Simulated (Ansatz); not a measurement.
Relative stability

The two ends of one reaction step of SiH₄O₄, singlet (PBE0-D4/def2-TZVP).

A:

```
9
angstrom
Si -0.4104 -0.4198 -0.1008
O 1.3186 0.0256 0.6456
O -0.8631 -1.2999 1.0602
H 1.1596 -0.4543 1.4801
O -0.9445 1.1184 -0.3415
O 0.0467 -0.9606 -1.5618
H 1.4190 0.9658 0.8411
H -1.6309 1.3861 0.2737
H -0.0951 -0.3616 -2.2965
```

B:

```xyz
9
angstrom
Si -0.0000 0.0000 0.0000
O 1.3549 0.5866 0.6930
O -0.6309 -1.0701 1.0569
H -0.0068 -1.6015 1.5530
O -1.1729 1.0917 -0.3045
O 0.4489 -0.6081 -1.4452
H 1.9904 1.0016 0.1083
H -1.7374 1.3312 0.4316
H -0.2462 -0.7316 -2.0931
```

Program: Ansatz 0.2.0. Basis: def2-TZVPP. Cores are frozen in the correlated methods. B3LYP uses VWN-RPA correlation.

Which structure is lower at CCSD(T), and by how much? (Judge from chemistry; the value comes from the calculation.)

By the calculation: B, by 2.213 eV (electronic energy, against the other). By their contacts, A is SiH₄O₄ ([O][Si]([OH])([OH])[OH2]) and B is SiH₄O₄ ([OH][Si]([OH])([OH])[OH]).

All methods give the same order:

| method | E(B) − E(A) (eV) |
| --- | --- |
| SPW92 | -2.021 |
| PBE-D4 | -1.982 |
| BLYP-D4 | -1.994 |
| r2SCAN-D4 | -2.152 |
| B97M-V | -2.186 |
| PBE0-D4 | -2.171 |
| B3LYP-D4 | -2.153 |
| r2SCAN0-D4 | -2.273 |
| BHLYP-D4 | -2.349 |
| CAM-B3LYP-D4 | -2.220 |
| wB97X-V | -2.207 |
| wB97M-V | -2.167 |
| B2PLYP | -2.164 |
| PBE-QIDH | -2.251 |
| RPA on PBE | -2.170 |
| HF | -2.557 |
| MP2 | -2.169 |
| CCSD | -2.281 |
| CCSD(T) | -2.213 |

The T1 diagnostic stays at or below 0.013.

Labels in which every atom is bracketed show which atoms are joined, not bond orders.

For scale, one of the runs: CCSD(T)/def2-TZVPP, 222 basis functions, launched by `ansatz run in.yaml --threads 4 --pin off --events-out ev --progress --plain --max-ram 9574MiB`. Time: 89 s of wall clock on 4 CPU threads of an Arm Neoverse V2; the host was shared. Peak host memory: 3.7 GiB.
